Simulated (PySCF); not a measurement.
State search for AlAs

Unrestricted PBE0; Al cc-pV(T+d)Z, As cc-pVTZ-PP with ECP10; scalar-relativistic core potentials (PySCF 2.14). Outer shells of the fragments: Al 3s2 3p1; As 3d10 4s2 4p3.

Followed along the bond (rough minima from three points):

```csv
2Ms+1,unpaired,⟨S²⟩ at the start,R at minimum (Å),Te (eV)
3,π ↑↑,2.01,2.54,0.00
3,"σ ↑, π ↑",2.02,2.31,0.02
1,"σ ↓, π ↑",1.02,2.30,0.17
1,π ↑↓,1.01,2.54,0.30
1,none,0.00,none in the scan,≤ 0.91
```

Solutions found at the starting distance of 2.370 Å, counted from the lowest of them; the search is not exhaustive and high or unbound solutions are not listed, so other states can lie among these:

```
2Ms+1    unpaired   term  E (eV)  ⟨S²⟩  ⟨Lz²⟩  μ (D)
    3    σ ↑, π ↑     ³Π    0.00  2.02   1.01  -2.23
    3        π ↑↑    ³Σ⁻    0.07  2.01   0.00  -0.08
    1    σ ↓, π ↑  mixed    0.16  1.02   1.01  -2.37
    1        π ↑↓  mixed    0.37  1.01   2.02  -0.02
    1        none    ¹Σ⁺    1.12  0.00   0.00  -3.64
    1        none  mixed    1.30  0.00   2.01   0.21
    5  σ ↑, π ↑↑↑     ⁵Π    1.80  6.01   1.01   0.59
    3  σ ↑, π ↑↑↓  mixed    2.26  3.02   3.03   0.48
    3  σ ↓, π ↑↑↑  mixed    2.44  3.02   1.01   0.85
    1  σ ↑, π ↑↓↓  mixed    2.66  2.03   3.03   0.97
    3        π ↑↑  mixed    2.82  2.06   2.02  -1.59
    3        π ↑↑  mixed    3.13  2.05   2.01  -1.73
    5  σ ↑↑, π ↑↑    ⁵Σ⁻    4.16  6.00   0.00   1.23
    5  σ ↑↑, π ↑↑  mixed    4.38  6.02   2.01  -0.79
```

A term symbol is given only where ⟨S²⟩ and ⟨Lz²⟩ are close to those of a pure state; real π, δ and φ orbitals otherwise mix terms. A positive dipole means Al(−)As(+).

Compare the gap between the two lowest followed solutions at the starting distance with the gap between their minima.

At PBE0 the second solution (triplet, unpaired electrons σ ↑, π ↑) lies -0.07 eV from the first (triplet, unpaired electrons π ↑↑) at 2.370 Å and +0.02 eV at the minima; the two curves relax by different amounts, since their minima lie near 2.31 and 2.54 Å. A gap this small is a tie at this level.

Spin–orbit coupling is left out.
